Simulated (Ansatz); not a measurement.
Cost and result for the atomization energy of CH₆BNO₂, SMILES `OBNCO` (11 atoms, 10 bonds).

```xyz
11

O    -0.918    1.679   -0.454
B     0.397    1.326   -0.464
N     0.820    0.004   -0.180
C    -0.065   -1.112   -0.007
O    -1.053   -0.870    0.974
H    -1.480    0.977   -0.105
H     1.215    2.163   -0.714
H     1.802   -0.210   -0.158
H     0.524   -2.004    0.234
H    -0.638   -1.320   -0.917
H    -0.604   -0.634    1.792
```

Charge 0, multiplicity 1. The geometry is a stationary point of PBE0-D4/def2-TZVP. It is one conformer, not always the lowest. Program: Ansatz. Hardware: A = 2 threads of an AMD EPYC 7R13 on a shared host; B = 2 threads of an AMD EPYC 7R13 on a shared host and a share of an NVIDIA H100 80 GB. Times are those of one run each, without the atoms' runs, and a repeat can differ threefold. Electronic energies, without spin–orbit coupling; frozen cores. CCSD(T)/CBS extrapolates def2-TZVPP and def2-QZVPP, and its time is that of the two runs behind it. T1 = 0.012. B3LYP takes the VWN-RPA correlation (the form of Gaussian; ORCA's B3LYP/G).

CCSD(T)/CBS is a level of theory with its own doubt, some kJ/mol a heavy atom from the limit and from the frozen cores, so smaller differences don't rank the functionals.

```json
{"level": "PBE-D4/def2-TZVPP (with forces) [A]", "functions": "239", "wall time": "3.3 s", "atomization (kcal/mol)": "1063.5", "difference from CCSD(T)/CBS": "28.7", "per bond": "2.9"}
{"level": "PBE0-D4/def2-TZVPP [A]", "functions": "239", "wall time": "3.3 s", "atomization (kcal/mol)": "1037.5", "difference from CCSD(T)/CBS": "2.7", "per bond": "0.3"}
{"level": "B3LYP-D4/def2-TZVPP (with forces) [A]", "functions": "239", "wall time": "4.9 s", "atomization (kcal/mol)": "1038.6", "difference from CCSD(T)/CBS": "3.8", "per bond": "0.4"}
{"level": "r2SCAN-D4/def2-TZVPP (with forces) [A]", "functions": "239", "wall time": "5.5 s", "atomization (kcal/mol)": "1037.9", "difference from CCSD(T)/CBS": "3.1", "per bond": "0.3"}
{"level": "ωB97X-V/def2-TZVPP [A]", "functions": "239", "wall time": "7 s", "atomization (kcal/mol)": "1038.2", "difference from CCSD(T)/CBS": "3.4", "per bond": "0.3"}
{"level": "B2PLYP/def2-TZVPP [A]", "functions": "239", "wall time": "7 s", "atomization (kcal/mol)": "1028.0", "difference from CCSD(T)/CBS": "-6.8", "per bond": "-0.7"}
{"level": "CCSD(T)/def2-TZVPP [B]", "functions": "239", "wall time": "9 s", "atomization (kcal/mol)": "1007.1", "difference from CCSD(T)/CBS": "-27.7", "per bond": "-2.8"}
{"level": "ωB97M-V/def2-TZVPP (with forces) [A]", "functions": "239", "wall time": "11 s", "atomization (kcal/mol)": "1042.0", "difference from CCSD(T)/CBS": "7.2", "per bond": "0.7"}
{"level": "CCSD(T)/def2-QZVPP [B]", "functions": "465", "wall time": "45 s", "atomization (kcal/mol)": "1023.5", "difference from CCSD(T)/CBS": "-11.3", "per bond": "-1.1"}
{"level": "CCSD(T)/CBS(def2)", "functions": "–", "wall time": "54 s", "atomization (kcal/mol)": "1034.8", "difference from CCSD(T)/CBS": "0.0", "per bond": "0.0"}
```

In def2-TZVPP, CCSD(T) changes the Hartree–Fock value by +275.6 kcal/mol (the triples alone add +16.3 kcal/mol) and MP2 by +299.0 kcal/mol; breaking electron pairs costs correlation energy, which Hartree–Fock lacks. From PBE to PBE0 (25 % exact exchange), in def2-TZVPP and without D4, the atomization energy moves by −25.3 kcal/mol: exact exchange takes away binding that semilocal exchange gives to molecules. The D4 term adds +6.6 kcal/mol with B3LYP and +3.4 kcal/mol with PBE0; it sums over pairs of atoms, weighted by their polarisabilities, and B3LYP, whose exchange is more repulsive, gets the larger term.
